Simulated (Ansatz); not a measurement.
One change: `Br[SiH]1C=N1` becomes `F[SiH]1C=N1`.

Ansatz, PBE0-D4/def2-TZVP geometries, multiplicity 1. 

Scalar relativity is left out up to krypton.

| property | `Br[SiH]1C=N1` |
| --- | --- |
| HOMO energy (PBE/def2-TZVPP) / eV | -5.71 |
| ideal-gas entropy at 298 K and 1 bar (rigid rotor, harmonic PBE0-D4/def2-TZVP) / J/(mol·K) | 307 |
| LUMO energy (PBE0/def2-TZVPP) / eV | -1.15 |
| HOMO–LUMO gap (PBE0/def2-TZVPP) / eV | 5.78 |
| zero-point energy (PBE0-D4/def2-TZVP) / kJ/mol | 76.6 |
| HOMO energy (PBE0/def2-TZVPP) / eV | -6.93 |

Task: Give the same properties after the change, and the shifts. (Best estimate.)

Result: Ansatz gave: 
| property | `F[SiH]1C=N1` | shift |
| --- | --- | --- |
| HOMO energy (PBE/def2-TZVPP) / eV | -5.70 | 0.01 |
| ideal-gas entropy at 298 K and 1 bar (rigid rotor, harmonic PBE0-D4/def2-TZVP) / J/(mol·K) | 282 | -25 |
| LUMO energy (PBE0/def2-TZVPP) / eV | -1.15 | 0.00 |
| HOMO–LUMO gap (PBE0/def2-TZVPP) / eV | 5.83 | 0.05 |
| zero-point energy (PBE0-D4/def2-TZVP) / kJ/mol | 81.1 | 4.5 |
| HOMO energy (PBE0/def2-TZVPP) / eV | -6.98 | -0.05 |

Spin–orbit coupling is left out; it splits and shifts lone-pair levels of the heavy atoms by tenths of an eV.
